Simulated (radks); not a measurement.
The numbers below are computed, except where a source is named.
Question: The mean radii <r> (bohr) of the occupied orbitals of an atom or ion are listed with their occupations. Level of theory: scalar-relativistic Kohn-Sham, r2SCAN, spin-polarised, spherical densities, finite nucleus; meta-GGA in the generalised Kohn-Sham scheme; Fermi nuclear charge, rms radius of each element as measured or else 0.836 A^(1/3) + 0.57 fm (a radial shooting solver on a logarithmic mesh with Libxc functionals).

| orbital | occ. | <r> |
|---|---|---|
| 1s up | 1 | 0.01773 |
| 1s down | 1 | 0.01773 |
| 2s up | 1 | 0.07410 |
| 2s down | 1 | 0.07409 |
| 2p up | 3 | 0.06640 |
| 2p down | 3 | 0.06641 |
| 3s up | 1 | 0.1800 |
| 3s down | 1 | 0.1802 |
| 3p up | 3 | 0.1774 |
| 3p down | 1 | 0.1776 |

Name the element and its charge. Open shells, if any, are filled with parallel spins first.

Answer: Z = 76, osmium, charge +60: Os60+ in [Ne] 3s2 3p4. The 1s radius gives Z: for a bare nucleus <r> = (2 gamma + 1)/(2Z) with gamma = sqrt(1 - (Z/c)^2), 0.01753 bohr for Z = 76, and screening makes it slightly larger (0.01773 here). The occupations add up to 16, and the charge is Z minus that.
